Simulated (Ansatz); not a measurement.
Correlation energies of C2H4BN (`BC1C=N1`) by basis set

```tsv
atom	x (Å)	y (Å)	z (Å)
B1	0.295	0.493	1.134
C2	0.260	0.277	-0.371
C3	-0.625	-0.756	-0.953
N4	0.523	-1.192	-0.929
H5	0.473	1.588	1.585
H6	0.118	-0.435	1.867
H7	0.583	1.046	-1.070
H8	-1.628	-1.020	-1.263
```

The species carries charge 0 and has multiplicity 1. The structure was optimised at the PBE0-D4/def2-TZVP level. Frozen core, restricted reference, the Gaussian-basis code of Ansatz. CBS rows extrapolate triple and quadruple zeta; past MP2 they add the triple-zeta difference.

```json
{"basis": "def2-SVP", "HF (Eh)": "-156.97075", "MP2 corr.": "-0.50901", "CCSD corr.": "-0.54147", "(T)": "-0.02139", "CCSD(T) total": "-157.53361"}
{"basis": "def2-TZVPP", "HF (Eh)": "?", "MP2 corr.": "-0.61586", "CCSD corr.": "?", "(T)": "?", "CCSD(T) total": "?"}
{"basis": "def2-QZVPP", "HF (Eh)": "-157.15859", "MP2 corr.": "-0.65548", "CCSD corr.": "–", "(T)": "–", "CCSD(T) total": "–"}
{"basis": "CBS(def2)", "HF (Eh)": "-157.15957", "MP2 corr.": "-0.68483", "CCSD corr.": "?", "(T)": "as TZ", "CCSD(T) total": "?"}
```

(1) Fill in the withheld values. (An estimate is asked.)

Results:

(1) The calculation gave: def2-TZVPP HF (Eh): -157.15147; def2-TZVPP CCSD corr.: -0.63988; def2-TZVPP (T): -0.03126; def2-TZVPP CCSD(T) total: -157.82261; CBS(def2) CCSD corr.: -0.70886; CBS(def2) CCSD(T) total: -157.89969.
